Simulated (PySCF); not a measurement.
Ge(Me)3(Cl) (C3H9ClGe), SMILES [CH3][Ge]([CH3])([CH3])[Cl].

Coordinates come from a B3LYP-D3(BJ)/def2-SVP optimisation. The isomer is the one that the SMILES or the coordinates give; other isomers of the formula were not compared.

Computed with PBE/def2-TZVP (PySCF).

Symmetry labels are those of the subgroup Cs that the program uses (full group C3v).

Computed valence orbital energies around the gap with their symmetry:
```csv
orbital,symmetry,energy (eV)
HOMO−7,A',-9.85
HOMO−6,A",-9.85
HOMO−5,A",-9.61
HOMO−4,A',-8.23
HOMO−3,A',-7.84
HOMO−2,A",-7.84
HOMO−1,A',-6.78
HOMO,A",-6.78
LUMO,A',-0.22
LUMO+1,A',0.02
LUMO+2,A",0.96
LUMO+3,A',0.96
```
